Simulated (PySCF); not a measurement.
C₃H₆FNSi, SMILES F[SiH2]N1C=CC1.

Coordinates come from a PBE-D3(BJ)/def2-SVP optimisation. The structure was generated by enumeration, and PubChem lists no compound with its InChIKey, so it may never have been made. Other conformers were not sampled.

All values below come from PBE-D3(BJ)/def2-SVP in PySCF.

Frequencies are harmonic and unscaled.

Q: Give all harmonic wavenumbers and intensities. (An estimate is asked for; the answer gives what the named calculation found.)

A: 
```
mode  ν (cm⁻¹)  IR (km/mol)  moving atoms (share of kinetic energy)
----  --------  -----------  --------------------------------------
1           77          1.4          F 31 %, N 28 %, C 27 %, H 12 %
2           86          0.8         C 33 %, F 27 %, H 27 %, Si 12 %
3          185          0.6                  H 35 %, C 33 %, N 26 %
4          267         13.7         F 37 %, N 25 %, Si 17 %, C 14 %
5          424         36.9                  H 54 %, C 28 %, N 17 %
6          517         13.1                 Si 48 %, C 34 %, H 14 %
7          637         44.5                  H 77 %, C 10 %, Si 9 %
8          638         46.9                 H 72 %, Si 15 %, C 10 %
9          761          5.0                                  H 94 %
10         827         26.4                 F 53 %, H 24 %, Si 22 %
11         854          7.1                          H 58 %, C 39 %
12         874        164.1                                  H 88 %
13         911         61.7                          C 48 %, H 48 %
14         922         96.6                  H 68 %, C 18 %, Si 9 %
15         941         70.7                 H 46 %, C 37 %, Si 10 %
16         956         10.8                          H 64 %, C 33 %
17        1032         77.2                  C 40 %, N 32 %, H 21 %
18        1055         60.8                  H 50 %, N 26 %, C 24 %
19        1064          3.3                                  H 89 %
20        1173          3.8                          H 76 %, C 18 %
21        1209         90.0                  C 45 %, H 32 %, N 20 %
22        1329        141.5                  N 43 %, C 32 %, H 24 %
23        1398         26.2                          H 83 %, C 13 %
24        1567         24.3                          C 87 %, H 13 %
25        2203         78.8                                  H 98 %
26        2216        125.5                                  H 95 %
27        2979         22.8                                  H 95 %
28        3043         10.6                          H 90 %, C 10 %
29        3135          7.8                           H 91 %, C 9 %
30        3220          0.5                          H 90 %, C 10 %
```
